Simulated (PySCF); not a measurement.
## `[C-]#[N+]c1cccs1`, C5H3NS

Cartesian coordinates in Å; atom numbers follow the order of the lines, from 1:
```xyz
10

C     3.395    0.521   -0.056
N     2.230    0.416   -0.024
C     0.896    0.291    0.012
C     0.170   -0.854   -0.167
C    -1.216   -0.625   -0.064
C    -1.519    0.675    0.189
S    -0.125    1.670    0.311
H     0.619   -1.811   -0.364
H    -1.955   -1.397   -0.174
H    -2.487    1.119    0.313
```

Method: TDDFT LC-wPBE/def2-SVPD excited states, vertical, gas phase in PySCF. Geometry: GFN2-xTB.

Question: How strongly do the lowest singlets absorb one photon, and two photons of half the energy?

Answer: δ for parallel linear polarisation; σ at the peak of a Lorentzian of half width 0.1 eV, single beam; Ω is circular over linear.
| state | E (eV) | f | photon λ (nm) | δ (au) | σ (GM) | Ω | main |
| --- | --- | --- | --- | --- | --- | --- | --- |
| S1 | 5.28 | 0.219 | 470 | 32.2 | 0.33 | 0.83 | HOMO→LUMO 0.92 |
| S2 | 5.86 | 0.115 | 423 | 62.1 | 0.78 | 0.98 | HOMO−1→LUMO 0.85 |
| S3 | 6.16 | 0.000 | 402 | 0.24 | 0.00 | 1.50 | HOMO→LUMO+1 0.68, HOMO→LUMO+4 0.10 |
| S4 | 6.46 | 0.000 | 384 | 0.84 | 0.01 | 1.50 | HOMO−1→LUMO+1 0.63 |
| S5 | 7.01 | 0.000 | 354 | 1.75 | 0.03 | 1.50 | HOMO→LUMO+4 0.37, HOMO→LUMO+8 0.14 |

Among these, the strongest one-photon state is S1, the strongest two-photon state S2, with a dipole change of 0.6 D (relaxed, norm of the difference vector).
